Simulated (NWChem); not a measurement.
System meant: Si2H4OF2; SMILES O([SiH2]F)[SiH2]F

The following NWChem deck was run.

```
start job
memory heap 200 mb stack 900 mb global 1100 mb
geometry units angstroms noautosym nocenter noautoz
  Si    -0.660218    -1.439534    -0.089711
  F      0.182660    -2.039029     1.155673
  O     -0.020540     0.017765    -0.508038
  Si     0.655546     1.452926    -0.071504
  F     -0.181653     2.066500     1.170635
  H     -2.065933    -1.275134     0.352924
  H     -0.508150    -2.362572    -1.238681
  H      0.539095     2.387403    -1.215413
  H      2.052046     1.247495     0.383439
end
basis spherical
  * library def2-svp
end
dft
  xc m06-2x
  iterations 150
end
property
  shielding
end
task dft property
```

End of the output:

```
 Vector   32  Occ=0.000000D+00  E= 8.190462D-02
              MO Center=  2.9D-02,  7.9D-02, -1.4D-01, r^2= 6.6D+00
   Bfn.  Coefficient  Atom+Function         Bfn.  Coefficient  Atom+Function
  ----- ------------  ---------------      ----- ------------  ---------------
    59     -0.645337  4 Si pz                13      0.610982  1 Si pz
    12     -0.507614  1 Si py                58     -0.509504  4 Si py
    67      0.376203  5 F  s                 21     -0.349202  2 F  s
    39     -0.235032  3 O  px                57      0.228158  4 Si px
    11      0.182642  1 Si px                36     -0.147330  3 O  px

 center of mass
 --------------
 x =  -0.00701199 y =   0.01952934 z =   0.49455601

 moments of inertia (a.u.)
 ------------------
        1225.346238532814        -167.015694866562          -2.235090539453
        -167.015694866562         307.075977914693          -5.349222206058
          -2.235090539453          -5.349222206058        1165.259627901563

     Multipole analysis of the density
     ---------------------------------

     L   x y z        total         alpha         beta         nuclear
     -   - - -        -----         -----         ----         -------
     0   0 0 0     -0.000000    -29.000000    -29.000000     58.000000

     1   1 0 0      0.005158      0.194959      0.194959     -0.384761
     1   0 1 0     -0.011338     -0.548057     -0.548057      1.084776
     1   0 0 1     -0.659000    -12.516085    -12.516085     24.373170

     2   2 0 0    -30.487921    -54.074368    -54.074368     77.660816
     2   1 1 0      2.671375    -47.924516    -47.924516     98.520407
     2   1 0 1     -0.003046     -0.491453     -0.491453      0.979859
     2   0 2 0    -32.800242   -282.237751   -282.237751    531.675260
     2   0 1 1     -0.005768     -1.607058     -1.607058      3.208349
     2   0 0 2    -33.828127    -70.276318    -70.276318    106.724510

          -----------------------------------------
          Chemical Shielding Tensors (GIAO, in ppm)
          -----------------------------------------

 ------------------------------------------------------------------------
  xm06: d2 not coded                    0
 ------------------------------------------------------------------------
 ------------------------------------------------------------------------
  current input line :
    24: task dft property
 ------------------------------------------------------------------------
 ------------------------------------------------------------------------
 This error has not yet been assigned to a category
 ------------------------------------------------------------------------
 For more information see the NWChem manual at https://nwchemgit.github.io

0: xm06: d2 not coded:Received an Error in Communication
```

**Question.** Find the fault in this run and fix the input.

**Answer.** The program stopped with an error. Cause: this functional's second derivatives, which shieldings need, aren't coded here; the fix takes a hybrid GGA instead. This input runs:
```
start job
memory heap 200 mb stack 900 mb global 1100 mb
geometry units angstroms noautosym nocenter noautoz
  Si    -0.660218    -1.439534    -0.089711
  F      0.182660    -2.039029     1.155673
  O     -0.020540     0.017765    -0.508038
  Si     0.655546     1.452926    -0.071504
  F     -0.181653     2.066500     1.170635
  H     -2.065933    -1.275134     0.352924
  H     -0.508150    -2.362572    -1.238681
  H      0.539095     2.387403    -1.215413
  H      2.052046     1.247495     0.383439
end
basis spherical
  * library def2-svp
end
dft
  xc pbe0
  iterations 150
end
property
  shielding
end
task dft property
```
It converges to -855.57892 Ha (PBE0/def2-SVP, GIAO).
